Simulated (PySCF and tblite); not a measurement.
Values are calculated unless marked as measured or tabulated.
C₈H₅BrO, numbered as in [Br:1][c:2]1[cH:3][cH:4][cH:5][c:6]2[cH:7][cH:8][o:9][c:10]12.

Conformers came from 45 starts (ETKDG and KDG, MMFF94s, GFN2-xTB); geometries are GFN2-xTB. Energies: PBE0-D3(BJ)/pcSseg-1, with GFN2-xTB thermal terms (modes under about 100 cm⁻¹ blended into free rotors). Symmetry numbers and mirror images are counted. Conformers within 2.5 kcal/mol (GFN2-xTB free energy) were kept, 2 at most. Couplings: B3LYP/6-31G* with pcJ-1 on H (gas phase; spin-dipole term only for pairs with B, N, F, Si or P). Couplings are for ¹H. H–H couplings come out 0.1 to 0.9 Hz lower than with pcJ-1 on all atoms. (PySCF 2.14, tblite 0.8.)

```
conformer  shape  weight %
        1     Cs     100.0
```

(1) Give the couplings in each conformer and the averages at 298.15 K (pairs that fast motion interchanges averaged).

Spin–orbit effects of the heavy atoms on shieldings are missing.

## Answers

(1) 
```csv
coupling,pairs,1,average (Hz)
"³J(H3,H4)",1,9.3,9.3
"³J(H4,H5)",1,8.9,8.9
"³J(H7,H8)",1,2.5,2.5
```

Only couplings over up to 3 bonds are listed; longer-range ones, if any, are left out.
